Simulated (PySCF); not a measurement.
PySCF 2.14 output of an unrestricted M06-2X calculation on a single atom or ion in def2-TZVP (6s5p4d1f, 48 functions), with the non-relativistic Hamiltonian (point nucleus):

```
SCF conv_tol = 1e-09
number electrons alpha = 15  beta = 15
    Y. Zhao and D. G. Truhlar.,  Theor. Chem. Acc. 120, 215 (2008)
    Y. Zhao and D. G. Truhlar.,  Theor. Chem. Acc. 120, 215 (2008)
cycle= 1 E= -1779.37026700533  delta_E= -0.00586  |g|= 0.0742  |ddm|= 0.108
cycle= 2 E= -1779.36916788085  delta_E= 0.0011  |g|= 0.124  |ddm|= 0.0442
cycle= 3 E= -1779.37109702986  delta_E= -0.00193  |g|= 0.00502  |ddm|= 0.0267
cycle= 4 E= -1779.37110075484  delta_E= -3.72e-06  |g|= 0.000161  |ddm|= 0.00129
cycle= 5 E= -1779.37110075914  delta_E= -4.3e-09  |g|= 2.12e-06  |ddm|= 6.14e-05
cycle= 6 E= -1779.37110075914  delta_E= -4.77e-12  |g|= 7.5e-07  |ddm|= 5.51e-06
converged SCF energy = -1779.37110075914  <S^2> = -1.5987212e-14  2S+1 = 1
```

The run itself started from symmetry-adapted Hartree-Fock orbitals and held the occupation by maximum overlap, on a logarithmic radial grid, so the iterations belong to that start.

**Question.** Which element, charge and spin multiplicity is this?

**Answer.** Zn (zinc, neutral), multiplicity 1; the state was [Ar] 3d10 4s2, closed-shell 1S.
